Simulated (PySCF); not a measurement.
C2H5F3SSi2.
SMILES with atom numbers: `[F:1][C:2]([F:3])=[C:4]([F:5])[SiH2:6][S:7][SiH3:8]` (hydrogens: H9, H10 on Si6; H11, H12, H13 on Si8)

Computed with core-valence-separated Tamm–Dancoff BHandHLYP/aug-pcX-1 (pcseg-1 on H, def2-SVPD on Si, def2-SVPD on S) in PySCF, non-relativistic, gas phase, PBE0-D3(BJ)/def2-SVP geometry. No empirical shift is added; at this level the pattern usually sits a few eV under experiment.

What does the C 1s absorption edge look like?

```csv
E (eV),f,core hole on,main final orbital,polarisation
285.06,0.0527,C4,LUMO (37 %),normal to the local trigonal plane
286.29,0.0405,C4,LUMO+3 (32 %),in the local trigonal plane
286.97,0.0797,C2,LUMO (46 %),normal to the local trigonal plane
288.49,0.0065,C4,LUMO (34 %),mixed
288.62,0.0193,C4,LUMO+7 (45 %),in the local trigonal plane
288.87,0.0064,C4,LUMO+1 (37 %),mixed
289.58,0.0019,C4,LUMO+2 (34 %),mixed
289.73,0.0032,C4,LUMO+6 (35 %),in the local trigonal plane
289.82,0.0510,C2,spread,in the local trigonal plane
289.85,0.0027,C4,LUMO+4 (38 %),mixed
290.15,0.0017,C4,LUMO+8 (60 %),mixed
```

The first line with a tenth or more of the strongest one's intensity is at 285.06 eV (f = 0.053), with the hole on C4 (vinylic C–F carbon), polarised normal to the local trigonal plane: a 1s→π* resonance. The strongest listed is at 286.97 eV (f = 0.080; C2, 1s→π*).

What does the F 1s absorption edge look like?

```json
{"E (eV)": "685.20", "f": "0.0312", "core hole on": "F5", "main final orbital": "spread"}
{"E (eV)": "686.33", "f": "0.0069", "core hole on": "F5", "main final orbital": "LUMO (59 %)"}
{"E (eV)": "686.66", "f": "0.0123", "core hole on": "F3", "main final orbital": "LUMO (55 %)"}
{"E (eV)": "686.81", "f": "0.0097", "core hole on": "F1", "main final orbital": "LUMO (56 %)"}
{"E (eV)": "686.95", "f": "0.0233", "core hole on": "F3", "main final orbital": "LUMO+1 (40 %)"}
{"E (eV)": "687.11", "f": "0.0241", "core hole on": "F1", "main final orbital": "spread"}
{"E (eV)": "687.66", "f": "0.0068", "core hole on": "F5", "main final orbital": "LUMO+1 (54 %)"}
{"E (eV)": "688.08", "f": "0.0044", "core hole on": "F5", "main final orbital": "spread"}
{"E (eV)": "688.28", "f": "0.0030", "core hole on": "F5", "main final orbital": "LUMO+2 (47 %)"}
{"E (eV)": "688.35", "f": "0.0097", "core hole on": "F1", "main final orbital": "LUMO+1 (70 %)"}
{"E (eV)": "688.43", "f": "0.0022", "core hole on": "F5", "main final orbital": "LUMO+5 (53 %)"}
{"E (eV)": "688.53", "f": "0.0096", "core hole on": "F3", "main final orbital": "LUMO+3 (41 %)"}
{"E (eV)": "688.65", "f": "0.0012", "core hole on": "F5", "main final orbital": "LUMO+4 (56 %)"}
{"E (eV)": "688.89", "f": "0.0019", "core hole on": "F5", "main final orbital": "spread"}
{"E (eV)": "689.02", "f": "0.0040", "core hole on": "F5", "main final orbital": "spread"}
```

The first line with a tenth or more of the strongest one's intensity is at 685.20 eV (f = 0.031), with the hole on F5 (vinyl fluorine). It is also the strongest listed.

Roots within 0.03 eV whose holes lie on the same, on equivalent or on shared atoms are summed into one line, and the highest roots are left out, as the search may have cut off their partners. Final orbitals are the ground state's empty Kohn–Sham orbitals. A dash: too weak, shared between unlike atoms, or no plane or axis to refer to.

What is the summed oscillator strength of the listed C K lines, and their intensity-weighted mean energy?

Σf = 0.266 over 11 lines from 285.06 to 290.15 eV; the weighted mean is 287.34 eV. The strongest line holds 30 % of the sum.

The ionisation thresholds weren't computed; near and above them a finite basis only mimics Rydberg series and continuum.

Conformer computed: `[F:1][C:2]([F:3])=[C:4]([F:5])[SiH2:6][S:7][SiH3:8]`: C2–C4–Si6–S7 108°, C4–Si6–S7–Si8 60°.

One conformer stands for the species.
